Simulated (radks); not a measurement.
The numbers below are computed, except where a source is named.
Problem. Numerical settings for the technetium ion Tc+, [Kr] 4d5 5s1. Level of theory: scalar-relativistic Kohn-Sham, BLYP, spin-unpolarised, spherical densities, finite nucleus; Fermi nuclear charge, rms radius 4.4112 fm (a radial shooting solver on a logarithmic mesh with Libxc functionals). The defaults (mesh step 0.008 in ln r, mesh end at 40 bohr or more with all orbitals vanishing there, Anderson mixing 0.5 over 9 steps, residual threshold near 1e-9 with the energy settled to 1e-9 hartree or 1e-11 of itself, here a cap of 68 iterations) give E = -4285.7762 hartree and 5s at -11.432 eV in 18 iterations. Run on one thread of a shared host, so times are rough (Intel(R) Xeon(R) 6975P-C): 0.09 s of CPU time, 0.09 s wall, 18 iterations on 2314 mesh points. One setting is changed at a time: mesh step in ln r 0.12; mesh step in ln r 0.003; mesh step in ln r 0.2; mesh end (bohr) 5; mesh end (bohr) 20; residual threshold 1e-16; residual threshold 0.1; mixing 0.01; linear mixing, mixing 0.05; linear mixing, mixing 0.8; mixing history 3; iteration cap 8. Which runs fail to converge, and which converge to a wrong energy?

Solution. Not converged within the cap: mesh step in ln r 0.12; mesh step in ln r 0.2; residual threshold 1e-16; linear mixing, mixing 0.05; linear mixing, mixing 0.8; iteration cap 8. Settings that end as converged yet miss the energy by more than 1 mhartree: mesh end (bohr) 5 (+0.0664 hartree).
